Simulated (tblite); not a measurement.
Isomers of C6H3Cl2O2 (doublet state). Calculated harmonic vibrations of the isolated species, GFN2-xTB (tblite), most abundant isotopes, no scaling. Errors from tens to a few hundred cm⁻¹ against measured bands are possible. One conformer each. Open shells enter through the occupations alone, without spin polarisation, and single modes of such species can be off by tens of per cent.

Electronic energies: GFN2-xTB at the same geometries; isomer energies are rough at this level and their order can be wrong.

```tsv
SMILES	electronic energy, lowest = 0 (kcal/mol)
C#C[CH]C(C(=O)O)=C(Cl)Cl	0.0
[O][C@H]1C=C(Cl)C(=O)C=C1Cl	9.9
[C]#CCC(C(=O)O)=C(Cl)Cl	47.0
C#CCC(C([O])=O)=C(Cl)Cl	17.2
```

Question: How do GFN2-xTB zero-point energies change the relative energies?

Answer: 
```
                     SMILES  ZPE (kcal/mol)  of it from modes above 1550 cm⁻¹  electronic (kcal/mol)  with ZPE, lowest = 0 (kcal/mol)  lowest mode (cm⁻¹)  rings
   C#C[CH]C(C(=O)O)=C(Cl)Cl            43.8                              19.8                    0.0                              0.0                  32      0
[O][C@H]1C=C(Cl)C(=O)C=C1Cl            44.3                              19.2                    9.9                             10.4                  46      1
    C#CCC(C([O])=O)=C(Cl)Cl            43.1                              21.8                   17.2                             16.4                  19      0
    [C]#CCC(C(=O)O)=C(Cl)Cl            44.8                              19.3                   47.0                             48.0                  21      0
```

The zero-point energies span 1.7 kcal/mol, from `C#CCC(C([O])=O)=C(Cl)Cl` to `[C]#CCC(C(=O)O)=C(Cl)Cl`. The order is unchanged.
